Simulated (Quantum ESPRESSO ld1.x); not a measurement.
Results of a calculation; reference values are marked as such.
The promethium ion Pm+, 60 electrons, occupied as [Xe] 4f4.5 5d0.5 6s1 (fractional occupations, a model configuration). Level of theory: non-relativistic Kohn-Sham, LDA (Slater exchange, Perdew-Wang correlation), spin-polarised, spherical densities, point nucleus; open shells are filled with parallel spins first; relativity is left out, which matters for an element this heavy (ld1.x of Quantum ESPRESSO 7.5).

Unscreened Slater integrals over Kohn-Sham orbitals (eV). They are taken over the spin-up orbitals.

F0(6s,6s): 6.1513
F0(6s,5d): 7.0832
G2(6s,5d): 1.9869
F0(6s,4f): 7.9971
G3(6s,4f): 0.28963
F0(6s,5p): 7.6136
G1(6s,5p): 0.56249
F0(5d,5d): 9.4136
F2(5d,5d): 4.7901
F4(5d,5d): 3.1222
F0(5d,4f): 12.199
F2(5d,4f): 2.9918
F4(5d,4f): 1.4621
G1(5d,4f): 1.4959
G3(5d,4f): 1.1685
G5(5d,4f): 0.87966
F0(5d,5p): 11.135
F2(5d,5p): 5.2036
G1(5d,5p): 6.0529
G3(5d,5p): 3.7034
F0(4f,4f): 27.308
F2(4f,4f): 12.795
F4(4f,4f): 7.9909
F6(4f,4f): 5.7384
F0(4f,5p): 17.332
F2(4f,5p): 6.0044
G2(4f,5p): 3.1657
G4(4f,5p): 2.4373
F0(5p,5p): 14.453
F2(5p,5p): 7.7663

Derived for the open shells (J is the average intra-shell exchange parameter used in DFT+U). 4f: F4/F2 = 0.625, F6/F2 = 0.448, J = (286 F2 + 195 F4 + 250 F6)/6435 = 1.034 eV. 5d: Racah B = F2/49 - 5 F4/441 = 0.06236 eV, C = 35 F4/441 = 0.2478 eV, C/B = 3.97, F4/F2 = 0.652, J = (F2 + F4)/14 = 0.5652 eV.
